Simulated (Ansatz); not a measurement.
The cluster SiO₃H₂⁻. Total charge -1; doublet. Geometry PBE-D4/def2-TZVP, that of the neutral singlet; atoms count from 1.

```csv
atom,x (Å),y (Å),z (Å)
Si1,0.427,-0.168,0.229
O2,-0.349,1.093,-0.483
O3,-0.621,-1.418,0.190
O4,1.840,-0.186,0.807
H5,0.184,1.906,-0.523
H6,-1.481,-1.226,-0.220
```

The highest occupied level of the charge -1 doublet lies above zero (up to 1.26 eV). By energy differences its removal costs 0.15 eV (vertical, to the charge 0 singlet, at PBE0-D4/def2-TZVPD); a positive level beside a positive removal energy at the same level points to self-interaction error. The structure comes from a short search, and lower isomers may exist.

Problem. Estimate the Mulliken populations from the PBE0/def2-TZVPD orbitals of Ansatz.

Solution. 
```tsv
atom	charge (e)	spin (α − β)
Si1	-1.84	2.69
O2	1.06	-1.50
O3	0.12	-0.55
O4	-0.65	0.02
H5	0.08	0.24
H6	0.24	0.09
```
Mulliken values and Mayer orders depend strongly on the basis. With diffuse functions, as here, like atoms can get unlike values, and bond orders can come out too low or too high.

Problem. Where does the spin sit?

Solution. Summed by element: Si 2.69, O -2.02, H 0.34, of 1 unpaired in all. Largest on single atoms: Si1 2.69, O2 -1.50, O3 -0.55.

Problem. And the Mayer bond orders between bonded heavy atoms (over 0.3)?

Solution. Si1–O4 1.87 (1.53 Å). Values over 0.3 also appear between atoms too far apart for a bond (O2–O3 1.73 at 2.61 Å); they arise where an orbital or an unpaired electron spreads over both atoms.
